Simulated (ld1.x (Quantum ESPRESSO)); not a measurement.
**What the settings do to the PAW potential of Lu (Z = 71)**

Base potential:

ld1.x (Quantum ESPRESSO) 7.5 input, shortened:

```
&input
   title='Lu', zed=71., rel=1, dft='REVPBE', iswitch=3,
   config='[Xe] 4f14 5d2 6s1 6p0'
 /
 &inputp
   pseudotype=3, lpaw=.true., tm=.true., lloc=-2, rcloc=1.75,
   nlcc=.true., new_core_ps=.true., rcore=1.05,
   which_augfun='BESSEL', rmatch_augfun=1.70
 /
6
5S  1  0   2.00   0.00  1.50  1.90  0.0
6S  2  0   1.00   0.00  1.50  1.90  0.0
5P  2  1   6.00   0.00  1.85  2.05  0.0
6P  3  1   0.00   0.00  1.85  2.05  0.0
5D  3  2   2.00   0.00  2.40  2.75  0.0
5D  3  2   0.00   0.90  2.40  2.75  0.0
 &test
   configts(1)='5s2 5p6 5d2 6s1 6p0'
 /
```

Cutoffs, loose and tight: the cutoffs (Ry, on a coarse ladder) from which the occupation-weighted sum of valence levels, in a spherical-Bessel basis at the reference potential, stays within 10 and 1 mRy of its value at 400 Ry. They do not see the model core or the augmentation charge, which bear on the density cutoff. Test errors are all-electron minus pseudo excitation energies from the reference, over the configurations 5s2 5p6 5d1 6s2 6p0; 5s2 5p6 5d1 6s1 6p0; 5s2 5p6 5d1 6s0 6p0; 5s2 5p6 5d1 6s1.5 6p0; 5s2 5p6 5d0 6s2 6p1; 5s2 5p6 5d1 6s0 6p1; 5s1 5p6 5d1 6s2 6p0. A dash means not determined; rows that change the core or the reference have their own tests.

Cutoffs are not given where the Bessel-basis levels miss the radial ones by over 6 mRy, ghosts where they miss by over 20 mRy; a channel whose overlap is not positive is not tested.

| change | outcome | cutoff, loose | cutoff, tight | bound ghosts | largest test error (meV) |
| --- | --- | --- | --- | --- | --- |
| base | generated | 21 Ry | 35 Ry | none | -564 |
| waves 5d (bound): rcut 2.14, rcutus 2.26 bohr; 5d channel at 0.9 Ry: rcut 2.14, rcutus 2.26 bohr | generated | 21 Ry | 35 Ry | none | -567 |
| waves 5d (bound): rcut 2.40, rcutus 2.70 bohr; 5d channel at 0.9 Ry: rcut 2.40, rcutus 2.70 bohr | generated | 21 Ry | 35 Ry | none | -564 |
| waves 5d (bound): rcut 2.40, rcutus 3.62 bohr; 5d channel at 0.9 Ry: rcut 2.40, rcutus 3.62 bohr | generated | 21 Ry | 35 Ry | none | -576 |
| waves 5d (bound): rcut 2.40, rcutus 4.12 bohr; 5d channel at 0.9 Ry: rcut 2.40, rcutus 4.12 bohr | generated | 21 Ry | 35 Ry | none | -562 |

Q: What comes out with this change to the base: waves 5d (bound): rcut 1.68, rcutus 1.78 bohr; 5d channel at 0.9 Ry: rcut 1.68, rcutus 1.78 bohr?

A: outcome: generated; cutoff, loose: 25 Ry; cutoff, tight: 35 Ry; bound ghosts: none; largest test error (meV): -564.

Q: What comes out with this change to the base: waves 5d (bound): rcut 2.40, rcutus 3.06 bohr; 5d channel at 0.9 Ry: rcut 2.40, rcutus 3.06 bohr?

A: outcome: generated, overlap not positive; bound ghosts: not determined (overlap not positive); largest test error (meV): -479. A file whose overlap is not positive is unfit for use, and its test errors describe a broken file.

Reading the sweep of the d radius (base included, trends over the rows without a ghost): The loose cutoff stays near 21 Ry. The median size of the test errors (rows with all tests solved) is not monotonic: lowest 15.0 meV at 3.62 bohr, highest 31.0 meV at 4.12 bohr.
